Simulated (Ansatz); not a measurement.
A nudged elastic band was laid between two geometries of CH$_{6}$OSSi (10 atoms, charge 0, multiplicity 1).

These are results of RKS PBE/def2-SVP (Ansatz), not measurements.

```json
{"movable images": "9", "climbing image": "yes", "spring": "5.0 eV/Å²", "optimiser": "quadratic models (default)", "start path": "through a guess of the saddle point", "force threshold": "0.05 eV/Å", "iteration limit": "60", "end points": "relaxed"}
```

Image 0:

```xyz
10
Properties=species:S:1:pos:R:3
O -0.655 0.739 -1.210
C -0.581 0.688 0.213
Si 0.296 -0.952 0.661
S 2.098 -0.996 -0.527
H -0.960 1.627 -1.469
H 0.014 1.529 0.645
H -1.589 0.716 0.698
H -0.623 -2.110 0.379
H 0.662 -0.971 2.119
H 1.421 -0.320 -1.507
```

Image 10:

```xyz
10
Properties=species:S:1:pos:R:3
O -1.196 0.742 -1.176
C -0.624 0.748 0.119
Si 0.237 -0.923 0.441
S 1.865 -1.357 -0.916
H -1.597 1.616 -1.333
H 0.130 1.563 0.270
H -1.381 0.876 0.938
H -0.728 -2.053 0.232
H 0.711 -0.904 1.872
H 2.666 -0.359 -0.444
```

(1) Which bonds break or form, and what moves?

(2) What energy profile does the band end with?

(3) What is the geometry of the highest image?

(4) What are the harmonic wavenumbers there?

Answers

(1) No bond is made or broken. The dihedral H8–Si3–S4–H10 goes from 87 to -172°.

(2) It converged. The highest image is number 5 of 0 to 10, 0.112 eV above the first end and 0.027 eV above the last; the last end lies 0.085 eV above the first. A vibrational analysis at the climbing image gives one clearly imaginary mode, 204i cm⁻¹: a first-order saddle point.

```
image  path coordinate (Å)  energy (eV)  dihedral H8–Si3–S4–H10 (°)
    0                 0.00        0.000                          87
    1                 0.25        0.007                          90
    2                 0.50        0.034                         100
    3                 0.76        0.073                         114
    4                 1.01        0.103                         128
    5                 1.26        0.112                         143
    6                 1.48        0.109                         153
    7                 1.70        0.101                         163
    8                 1.91        0.093                         171
    9                 2.13        0.087                         179
   10                 2.35        0.085                        -172
```

(3) 
```xyz
10
Properties=species:S:1:pos:R:3
O -0.895 0.737 -1.236
C -0.572 0.698 0.142
Si 0.253 -0.968 0.574
S 1.944 -1.357 -0.726
H -1.351 1.581 -1.411
H 0.129 1.515 0.456
H -1.465 0.788 0.815
H -0.699 -2.118 0.407
H 0.645 -0.884 2.029
H 2.093 -0.042 -1.047
```

(4) 204i, 84, 157, 264, 306, 485, 530, 613, 627, 729, 795, 865, 926, 1069, 1148, 1188, 1320, 1430, 2137, 2176, 2618, 2866, 2902, 3692 cm⁻¹.

The run took 90 s on 2 threads of Arm Neoverse V2, with other jobs on the host, peak memory 0.13 GiB.
